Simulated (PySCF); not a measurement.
**Does the structure fit the spectrum?**

A compound C6H11NSi gives the data below (simulated from a calculation) and was assigned the structure `C#C[C@](C)(C=C)N[SiH3]`.

13C{1H} NMR (computed): δ 158.7 (CH), 129.7 (CH), 99.7 (CH), 91.9 (C), 31.6 (CH3), 24.2 (CH3).

1H NMR (400 MHz, computed): δ 6.95 (m, 1H), 5.78 (m, 1H), 5.13 (m, 1H), 2.86 (s, 3H), 2.07 (d, 3H), 1.83 (d, 1H), 0.07 (br s, 1H).

Method: structure optimised with GFN2-xTB, shieldings: GIAO PBE0/pcSseg-1, in PySCF (rapidly exchanging positions averaged, no solvent model, one conformer, non-relativistic).

Chemical shifts δ = σref − σ; TMS for 1H and 13C, all at this level.

(1) Compare with the shifts computed for the proposed structure, pairing carbons in order of shift.

(2) Which isomer fits?

## Answers

(1) Mapped SMILES: `[CH:1]#[C:2][C@:3]([CH3:4])([CH:5]=[CH2:6])[NH:7][SiH3:8]`. Each H is labelled by its parent atom.

```
atom  computed for proposal  given list  difference
  C5                  151.0       158.7        -7.7
  C6                  118.5       129.7       -11.2
  C2                   92.6        99.7        -7.1
  C1                   80.0        91.9       -11.9
  C3                   53.4        31.6       +21.8
  C4                   30.3        24.2        +6.1
```

The rms difference is 12.1 ppm and the largest +21.8 ppm at C3 (allylic fully substituted sp3 carbon bonded to N). The carbon types in order of shift don't match either: CH, CH2, C, CH, C, CH3 for the proposal against CH, CH, CH, C, CH3, CH3 in the data. The proposal doesn't fit.

(2) SMILES C#C[Si@H](/C=C\C)NC.

1. Carbon types of the structure: 1 × C, 3 × CH, 2 × CH3, leaving 2 H on heteroatoms.
2. δC 158.7, 129.7: alkene CH; the olefinic region.
3. δC 99.7: terminal alkyne carbon; sp carbons lie upfield of alkene carbons because the cylindrical π system leaves one tensor component strongly shielded.
4. δC 91.9: alkyne carbon; the triple bond shields along its axis, which puts it between sp3 and sp2 carbons.
5. δC 24.2: allylic methyl carbon; saturated and bonded to C and H only.

Other isomers checked: C=CCN([SiH3])C1=CC1 (rms 19.4 ppm); C#C[C@H](C)N([SiH3])C=C (rms 19.7 ppm).

This is the structure that produced the data.

Exchangeable OH/NH protons stand at their gas-phase positions; hydrogen bonding in a real sample shifts them, mostly to higher δ. Shifts are as computed. Against solution values, carbons near 30 ppm lie about +3 ppm off and those near 130 ppm about +5 ppm. Of 1211 compounds with measured shifts, 218 miss one by over three times the rms of a fit or turn the order of signals round; such compounds aren't used in these exercises. No couplings were computed; multiplicities are counted from neighbouring protons, with m where these are inequivalent, close in shift, in a saturated or five-membered ring or joined by F or P, and br s for small geminal =CH2 splittings.
